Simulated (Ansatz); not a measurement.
H5O2SSi2 can be A, `O[SiH](O)S[SiH2]`•, or B, `O[SiH]S[SiH2]O`•.

Computed with Ansatz on PBE0-D4/def2-TZVP structures; ΔE is electronic, products minus reactants. CBS: MP2 limit from def2 TZ/QZ plus the TZ coupled-cluster correction, frozen cores. Functionals use def2-TZVPP. B3LYP here is the variant with VWN-RPA as its local correlation; programs differ in this. Open shells (•) are unrestricted, without spin–orbit coupling. Each species was taken in one conformer, which may not be the lowest.

A:

Z-matrix (Å, degrees):
```
Si
O 1 1.635
S 1 2.144 2 106.3
O 1 1.628 2 109.2 3 -122.1
H 1 1.474 2 113.3 3 121.2
H 2 0.958 1 118.6 3 -37.8
Si 3 2.134 1 97.9 2 -175.9
H 4 0.959 1 117.8 2 58.8
H 7 1.491 3 110.1 1 -32.3
H 7 1.489 3 107.1 1 -152.7
```

B:

Z-matrix (Å, degrees):
```
Si
O 1 1.634
S 1 2.154 2 111.8
H 1 1.477 2 107.8 3 -116.4
H 1 1.485 2 111.9 3 120.5
H 2 0.965 1 113.1 3 -51.3
Si 3 2.116 1 96.4 2 70.5
O 7 1.670 3 107.2 1 -44.1
H 7 1.496 3 107.1 1 -163.1
H 8 0.960 7 116.1 3 168.4
```

Q: Which isomer does CCSD(T)/CBS put lower? Give the gap. (An estimate is asked.)

A: Computed: A, by 16.8 kJ/mol.

Q: Give E(B) − E(A) in kJ/mol with B3LYP, B3LYP-D4, CCSD/def2-TZVPP, HF/def2-TZVPP, B2PLYP, ωB97M-V, PBE-D4. (Best estimate.)

A: Computed: B3LYP 15.1, B3LYP-D4 13.6, CCSD/def2-TZVPP 18.9, HF/def2-TZVPP 23.3, B2PLYP 15.3, ωB97M-V 15.8, PBE-D4 12.2. None reverses the order clearly.

Largest T1 diagnostic: 0.014.

In def2-TZVPP, CCSD(T) changes the Hartree–Fock value by −5.8 kJ/mol (the triples alone add −1.4 kJ/mol) and MP2 by −7.2 kJ/mol. From PBE to PBE0 (25 % exact exchange), in def2-TZVPP and without D4, E(B) − E(A) moves by +3.2 kJ/mol.
